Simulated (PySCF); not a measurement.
A side-by-side comparison of computed properties.

First species: C4H13ClOSi2.
InChI=1S/C4H13ClOSi2/c1-3-6-7-8(5)4-2/h8H,3-4,7H2,1-2H3/t8-/m0/s1

Second species: C9H13Cl.
SMILES: `CCC1=C(C)C=CC[C@@H]1Cl`

Levels: PBE0/pcSseg-1 for dipole moment, HOMO energy, LUMO energy and HOMO–LUMO gap; GFN2-xTB for rotational constant A and rotational constant C. Geometries: GFN2-xTB. All species are isolated and taken at one optimised geometry, non-relativistic unless stated. Electronic properties by PySCF.

Dipoles, sizes and rotational constants follow the conformer. The torsions of the flexible species, by atom-mapped SMILES:
- `[CH3:1][CH2:2][O:3][SiH2:4][Si@H:5]([Cl:6])[CH2:7][CH3:8]`: C1–C2–O3–Si4 179°, C2–O3–Si4–Si5 178°, O3–Si4–Si5–Cl6 -176°, Si4–Si5–C7–C8 170°
- `[CH3:1][CH2:2][C:3]1=[C:4]([CH3:5])[CH:6]=[CH:7][CH2:8][C@@H:9]1[Cl:10]`: C1–C2–C3–C4 -98°

| property | column X | column Y |
| --- | --- | --- |
| dipole moment | 2.40 D | 2.77 D |
| HOMO energy | -6.21 eV | -7.86 eV |
| LUMO energy | -0.99 eV | -0.47 eV |
| HOMO–LUMO gap | 5.22 eV | 7.39 eV |
| rotational constant A | 1.316 GHz | 1.903 GHz |
| rotational constant C | 0.764 GHz | 0.441 GHz |

Problem. Which column belongs to which species?

Solution. Column X is the second species and column Y the first. The first has 21 atoms and 90 electrons, the second 23 and 84.

Problem. How does each property change from the first species to the second?

Solution. dipole moment -0.37 D; HOMO energy +1.65 eV; LUMO energy -0.52 eV; HOMO–LUMO gap -2.17 eV; rotational constant A -0.587 GHz; rotational constant C +0.323 GHz.

On the first: The dipole matches unit charges of opposite sign 0.58 Å apart (1 e·Å = 4.8032 D). A dipole of 2.77 D is allowed in C1, and pure rotational transitions are dipole-allowed.

On the second: A dipole of 2.40 D is allowed in C1, and pure rotational transitions are dipole-allowed. The dipole matches unit charges of opposite sign 0.50 Å apart (1 e·Å = 4.8032 D).
